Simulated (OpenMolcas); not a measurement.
Computed levels of 4d in ions with 37 electrons, in cm-1 above ²D_3/2.

* Program: OpenMolcas 26.06
* Method: RASSCF
* Basis: ANO-RCC-VTZP
* Scalar Hamiltonian: DKH2, point nucleus
* Spin-orbit coupling: state interaction with AMFI integrals over the reference wave functions, term energies averaged over their components

Active space for each ion: 7 electrons in 8 orbitals (RAS1 4p, at most 2 holes; RAS2 4d).

```tsv
Level	Zr3+	Nb4+	Tc6+	Ru7+
²D_5/2	1435	2069	3541	4460
```

Task: Estimate ²D_5/2 for Mo5+ from its neighbours Nb4+ and Tc6+.

Result: ²D_5/2 is fine structure, which grows about as the fourth power of a screened charge, so the fourth roots are averaged: ((2069^0.25 + 3541^0.25) / 2)^4 = 2731. The calculation gives 2722, so the estimate is off by +0.3 %; the measured value is 2584 (Sugar and Musgrove, J. Phys. Chem. Ref. Data 17, 155 (1988)).

Without dynamic correlation excited terms often stand tens of per cent too high (terms of higher spin than the ground term too low), and those without a measured partner can miss by more than the paired ones. Active for correlation alone: 4p; no level in the range computed is led by a configuration that opens it, so any true level of that kind is missing. Computed and measured levels are paired by configuration, term and J; levels that our copy of the source lacks, or whose pairing is in doubt (as where it misses far off the trend of its configuration), stay unpaired and out of the deviations. Only configurations of the active space appear.
